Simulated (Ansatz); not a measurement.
```yaml
crystal:
  periodic: [false, false, false]
  atoms:
    - {symbol: O, position_ang: [-0.529645, -1.324065, 0.112665]}
    - {symbol: Ge, position_ang: [0.367977, 0.196573, 0.141648]}
    - {symbol: Br, position_ang: [-1.112881, 1.955779, -0.082970]}
    - {symbol: H, position_ang: [-1.031331, -1.450786, -0.696477]}
    - {symbol: H, position_ang: [1.335884, 0.296042, -1.045173]}
    - {symbol: H, position_ang: [1.012097, 0.262456, 1.524007]}
basis:
  gaussian: {orbitals: "6-311G**"}
hamiltonian: {xc: {name: HF}}
correlation: {method: ccsd}
accuracy: high
scf: {lower_state_search: light}
```

```sh
$ ansatz run in.yaml --threads 2 --pin off --events-out ev --progress --plain --max-ram 4352MiB
```

**Question.** How does Ansatz answer? (Estimate.)

**Answer.** Ansatz gave: The program refused the input.
```
Error: <dir> can't be read: No such file or directory (os error 2)
```
